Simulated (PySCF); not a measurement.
A calculated (PBE, PySCF 2.14, x2c-QZVPPall, scalar relativity by spin-free X2C-1e) atom or ion has these occupied shells.

```tsv
shell	electrons	orbital energy (eV)	rms radius, mean of both spins (bohr)
1s α	1	-31567.7	0.0318
1s β	1	-31567.6	0.0318
2s α	1	-4842.5	0.130
2s β	1	-4842.5	0.130
2p α	3	-4350.5	0.115
2p β	3	-4350.5	0.115
3s α	1	-965.07	0.344
3s β	1	-965.00	0.344
3p α	3	-804.73	0.345
3p β	3	-804.66	0.345
3d α	5	-560.77	0.323
3d β	5	-560.70	0.323
4s α	1	-165.55	0.813
4s β	1	-165.39	0.813
4p α	3	-115.78	0.877
4p β	3	-115.60	0.877
4d α	5	-43.048	1.05
4d β	5	-42.709	1.05
5s α	1	-16.469	2.19
5p α	3	-7.053	2.81
5p β	2	-5.821	2.81
```

(1) Name the element and its charge.

Answers

(1) Te (tellurium, neutral), in [Kr] 4d10 5s1 5p5, high-spin 3P determinant (an excited configuration).
